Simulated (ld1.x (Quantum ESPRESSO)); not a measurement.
Sn, TM: configuration errors across variants

| Item | Value |
| --- | --- |
| Element | Sn (Z = 50) |
| Generator | ld1.x (Quantum ESPRESSO) 7.5 |
| Type | norm-conserving Troullier–Martins (Kleinman–Bylander form) |
| Functional | PBE |
| Relativity | fully relativistic |
| Frozen core | [Kr] 4d10 |
| Valence charge | 4 |
| Reference configuration | 5s1.75 5p2.25 |
| Partial waves | 5s (bound): rc 1.80 bohr; 5p (bound): rc 2.80 bohr |
| Local potential | all-electron potential smoothed inside 1.50 bohr (lloc = -1) |
| Core correction | Bessel-smoothed model core inside 1.35 bohr |

Open shells are filled in proportion to 2j + 1 (rel_dist='average').

All-electron excitation energies from the reference (eV): (1) 5s2 5p2 -1.717; (2) 5s2 5p1 5.170; (3) 5s2 5p0 19.141; (4) 5s1 5p3 5.242; (5) 5s2 5p2.3 -2.570; (6) 5s2 5p1.5 0.905; (7) 5s1 5p0 50.111.

5 further variants failed, have other tests or another functional or relativity, and are left out.

A true bound ghost makes a file unfit for plane-wave use even where its test errors are small: the radial tests pick states by their node count and pass the ghost by.

The file “local potential the p channel” misses its own reference levels by 0.3 eV.

Errors AE − PS in meV (a dash: test not solved or not reliable):

| change | (1) | (2) | (3) | (4) | (5) | (6) | (7) | bound ghosts |
| --- | --- | --- | --- | --- | --- | --- | --- | --- |
| base | -0.4 | -0.4 | -55 | -2.3 | 0.0 | -0.1 | -320 | s, d |
| core correction Bessel-smoothed model core inside 1.18 bohr | -0.4 | -0.4 | -55 | -2.3 | 0.0 | -0.1 | -320 | s, d |
| local potential the p channel | +1.7 | +8.9 | -14 | -13 | -1.3 | +6.3 | -231 | none |
| all radii but the core radius scaled by about 0.73 (s 1.32, p 2.06 bohr); local potential all-electron potential smoothed inside 1.10 bohr (lloc = -1) | -2.7 | -9.1 | -61 | -25 | -2.7 | -3.7 | -313 | s, p3/2, p1/2, d |
| local potential all-electron potential smoothed inside 2.28 bohr (lloc = -1) | -0.6 | -3.6 | -49 | -6.2 | -1.0 | -0.5 | -298 | none |
| wave 5s (bound): rc 1.80 bohr becomes 5s (bound): rc 1.66 bohr | -0.5 | -0.7 | -56 | -2.7 | -0.1 | -0.2 | -325 | s, d |
| core correction Bessel-smoothed model core inside 0.68 bohr | -0.4 | -0.4 | -55 | -2.3 | 0.0 | -0.1 | -320 | s, d |

Question: Give the same row for: wave 5p (bound): rc 2.80 bohr becomes 5p (bound): rc 1.84 bohr.

Answer: -0.4, +2.1, -51, -1.1, +0.4, +0.2, -314; bound ghosts: s, d.
